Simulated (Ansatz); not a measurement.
Reaction: BGeH5 (SMILES [BH2][GeH3]) → BH2 (SMILES [BH2], doublet) + GeH3 (SMILES [GeH3], doublet) (the B-Ge bond breaks)
Each species at its own B3LYP-D3(BJ)/def2-TZVP minimum (Ansatz, a program for electronic structure).

Property: bond dissociation energy (electronic), in kcal/mol. Open shells are spin-unrestricted; no spin-orbit coupling. Cores are frozen in correlated methods (noble-gas shells, and filled d and f shells in the p block). No relativity. CBS(X,Y): correlation extrapolated as X^-3, Hartree-Fock from the larger set (Q,5: extrapolated as (X+1)exp(-9√X)). A bracket is a step between two methods taken in the basis named. Double hybrids freeze cores in their MP2 part.

CCSD(T)/CBS(cc-pVQZ,cc-pV5Z) + [CCSDT(Q) - CCSD(T)]/cc-pVTZ + [CCSDTQ - CCSDT(Q)]/cc-pVDZ (Ansatz) gives 83.6 kcal/mol.

### Question
What does PBE/def2-TZVPD (Ansatz) give here, and how do the other levels compare?

### Answer
PBE gives 83.1 kcal/mol, 0.5 kcal/mol below it. Differences of the others: r2SCAN/def2-TZVPD (Ansatz) -3.4; PBE0/def2-TZVPD (Ansatz) -1.0; B2PLYP/def2-TZVPD (Ansatz) -2.1; CCSD(T)/CBS(cc-pVQZ,cc-pV5Z) (Ansatz) -0.1 kcal/mol.
